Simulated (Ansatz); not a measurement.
`C=C(F)[SiH2]O` and `C=C(F)[Te]C` differ in one atom or group.

Ansatz, PBE0-D4/def2-TZVP geometries, multiplicity 1. Each molecule was computed in one conformer, which needn't be the lowest.

Elements past krypton have def2 core potentials.

```json
{"property": "LUMO energy (B3LYP/def2-TZVPP) / eV", "`C=C(F)[SiH2]O`": "-0.62"}
{"property": "LUMO energy (PBE0/def2-TZVPP) / eV", "`C=C(F)[SiH2]O`": "-0.39"}
{"property": "HOMO energy (B3LYP/def2-TZVPP) / eV", "`C=C(F)[SiH2]O`": "-7.55"}
{"property": "HOMO energy (ωB97M-V/def2-TZVPP) / eV", "`C=C(F)[SiH2]O`": "-10.03"}
{"property": "HOMO energy (PBE/def2-TZVPP) / eV", "`C=C(F)[SiH2]O`": "-6.54"}
{"property": "size of the dipole moment (B3LYP/def2-TZVPP) / D", "`C=C(F)[SiH2]O`": "1.83"}
```

Give the same properties after the change, and the shifts. (An estimate is asked.)

Ansatz gave: 
| property | `C=C(F)[Te]C` | shift |
| --- | --- | --- |
| LUMO energy (B3LYP/def2-TZVPP) / eV | -1.07 | -0.45 |
| LUMO energy (PBE0/def2-TZVPP) / eV | -0.84 | -0.45 |
| HOMO energy (B3LYP/def2-TZVPP) / eV | -5.89 | 1.66 |
| HOMO energy (ωB97M-V/def2-TZVPP) / eV | -8.19 | 1.84 |
| HOMO energy (PBE/def2-TZVPP) / eV | -5.06 | 1.48 |
| size of the dipole moment (B3LYP/def2-TZVPP) / D | 1.11 | -0.72 |

With PBE0 the HOMO rises by 1.69 eV and the LUMO falls by 0.45 eV, so the gap narrows by about 2.14 eV. PBE moves the HOMO by 1.48 eV and ωB97M-V by 1.84 eV. Dipoles are sizes alone; their direction can turn.

B3LYP here is the variant with VWN-RPA as its local correlation; programs differ in this.

Spin–orbit coupling is left out; it splits and shifts lone-pair levels of the heavy atoms by tenths of an eV.
